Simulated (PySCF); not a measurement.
## Working with the constants of SbF⁺

UHF-CCSD(T) constants of SbF⁺, ²Π (doublet), unpaired electrons π ↑ (Sb aug-cc-pVDZ-PP with ECP28, F aug-cc-pVDZ; scalar-relativistic core potentials (PySCF 2.14); masses 120.9038 and 18.9984 u):

- ωe: 703.1 cm⁻¹
- ωexe: 2.71 cm⁻¹
- Be: 0.2895 cm⁻¹
- αe: 0.00160 cm⁻¹
- De to Sb⁺ + F: 3.98 eV

Question: What force constant and bond length do these constants imply?

Answer: Reduced mass μred = 16.418 u; k = 5.8918×10⁻⁷·μred·ωe² (u, cm⁻¹, mdyn/Å) = 4.78 mdyn/Å; Re = √(16.8576/(μred·Be)) (u, cm⁻¹, Å) = 1.883 Å.

Question: Estimate the centrifugal constant D from the Kratzer relation and find the Dunham coefficient a1.

Answer: D = 4Be³/ωe² = 1.96e-07 cm⁻¹; a1 = −1 − αeωe/(6Be²) = -3.24.

Correlated steps freeze 5 core orbitals. Correlated levels converge slowly with the basis: in double zeta they bind strong bonds too weakly, by up to about 1 eV, and carry superposition errors of some tenths. Spin–orbit coupling is left out, which matters for elements this heavy, above all for dissociation energies. For an ion De counts to the pair picked by the measured ionisation energies or electron affinities, which need not be the lowest pair at this level. The state is the lowest determinant that a PBE0 search found; another state may lie lower at other levels.
